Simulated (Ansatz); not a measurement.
Ideal-gas functions of BrHOSn (`[OH][Sn][Br]`) at 500 K and 1 bar, from an Ansatz frequency run at PBE0-D4/def2-TZVP.

Molar mass 215.62 g/mol, point group Cs (symmetry number 1), electronic degeneracy 1, moments of inertia 56.555, 332.251, 388.805 u Å². Harmonic wavenumbers (cm⁻¹, unscaled): 146, 244, 379, 604, 731, 3873.

Use S(trans) = R[1.5 ln M + 2.5 ln T − 1.1517]; rotational temperatures θ = 24.2544 K / I; S(rot) = R[ln(√π/σ · √(T³/θAθBθC)) + 1.5]; for each mode x = 1.438777 ν̃/T, S = R[x/(eˣ − 1) − ln(1 − e⁻ˣ)] and H = RT x/(eˣ − 1); 1 cm⁻¹ = 0.0119627 kJ/mol; R = 8.31446 J/(mol·K).

Problem. By hand: the entropy, in J/(mol·K).

Solution. Translation 186.6. Rotation: θ = 0.4289, 0.073, 0.0624 K, giving 120.7. Vibration, mode by mode: 15.59, 11.42, 7.99, 4.69, 3.51, 0.00, in all 43.2. Electronic 0.0. Sum 350.5 J/(mol·K).

Problem. By hand: H − E and G − E in kJ/mol, counted from the electronic energy.

Solution. Zero-point energy ½ × 5977 × 0.0119627 = 35.8; thermal vibration 11.3; translation, rotation and pV give 4 RT = 16.6. H − E = 63.7 kJ/mol, and G − E = 63.7 − 500 × 350.5/1000 = -111.5 kJ/mol.

Vibration gives 12 % of the entropy, 15.6 J/(mol·K) of it from the mode under 150 cm⁻¹: soft modes count most, and the harmonic formula is weakest for them. The sum counts one conformer and one mirror image; others add a mixing term.
